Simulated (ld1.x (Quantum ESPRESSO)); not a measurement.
# Ranking RRKJ potentials for Ca

All share these settings but for the change named:

Ca (Z = 20), norm-conserving RRKJ (Kleinman–Bylander form), made with ld1.x (Quantum ESPRESSO) 7.5 (PBE, scalar-relativistic). Core [Ar], reference 3d0 4s1 4p1. Waves: 4p (bound): rc 4.20 bohr; 3d (bound, empty): rc 2.95 bohr; 4s (bound): rc 2.75 bohr. Local part: the s channel. Core correction: Bessel-smoothed model core inside 1.55 bohr. rho0 = 0.005.

Cutoff: the first of the cutoffs (Ry, on a coarse ladder) from which the occupation-weighted sum of valence levels, in a spherical-Bessel basis at the reference potential, stays within 10 and 1 mRy of its value at 400 Ry; the density cutoff is not measured.

The base gives 6 Ry.

Of 7 variants that were run, those that failed, showed a ghost or another fault, or gave nearly equal values are left out.

A variant can come out equal or close to the base.

(1) Rank these variants from softest to hardest (loose cutoff).
A. all radii but the core radius scaled by about 0.79 (s 2.16, p 3.30, d 2.32 bohr)
B. all radii but the core radius scaled by about 0.87 (s 2.40, p 3.66, d 2.56 bohr)
C. all radii but the core radius scaled by about 1.26 (s 3.46, p 5.30, d 3.72 bohr)

Answers

(1) C (6 Ry), B (8 Ry), A (12 Ry).
